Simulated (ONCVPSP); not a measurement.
# An all-electron radial function and its pseudo partner (zinc (Zn))

Columns: radius, all-electron u(r) and pseudo u(r) of the 3p shell (level -83.26 eV) of zinc in the configuration [Ne] 3s2 3p6 3d10 4s2; LDA (Perdew-Wang 92), scalar-relativistic, ONCV scheme, ONCVPSP 4.0.1.

| r (bohr) | all-electron | pseudo |
| --- | --- | --- |
| 0.060 | -0.4426 | 0.0338 |
| 0.120 | -0.6749 | 0.1318 |
| 0.180 | -0.4780 | 0.2833 |
| 0.240 | -0.0710 | 0.4719 |
| 0.300 | 0.3642 | 0.6766 |
| 0.360 | 0.7328 | 0.8741 |
| 0.420 | 1.0013 | 1.0434 |
| 0.480 | 1.1698 | 1.1683 |
| 0.540 | 1.2542 | 1.2416 |
| 0.600 | 1.2742 | 1.2642 |
| 0.660 | 1.2476 | 1.2428 |
| 0.720 | 1.1903 | 1.1889 |
| 0.780 | 1.1141 | 1.1140 |
| 0.840 | 1.0280 | 1.0280 |
| 0.900 | 0.9381 | 0.9382 |
| 0.960 | 0.8487 | 0.8488 |
| 1.020 | 0.7626 | 0.7626 |
| 1.080 | 0.6813 | 0.6814 |
| 1.140 | 0.6060 | 0.6060 |
| 1.200 | 0.5370 | 0.5370 |
| 1.260 | 0.4743 | 0.4743 |
| 1.320 | 0.4178 | 0.4178 |
| 1.380 | 0.3672 | 0.3672 |
| 1.440 | 0.3222 | 0.3222 |
| 1.500 | 0.2822 | 0.2822 |
| 1.560 | 0.2468 | 0.2468 |

Task: How many radial nodes do the two functions have?

Result: The all-electron 3p function has n − l − 1 = 1; the pseudo-wave has 0, since the states of the same l below it are removed with the core.

Task: At about which radius was the pseudo-wave matched?

Result: 0.85 bohr. The columns agree to 0.0005 from 0.78 bohr on; several derivatives are matched, so the curves merge somewhat inside the radius.

Task: Is the pseudo-wave norm-conserving?

Result: Yes: the ONCV scheme keeps the norm inside the radius equal to the all-electron one, which fixes the energy derivative of the logarithmic derivative at the level.
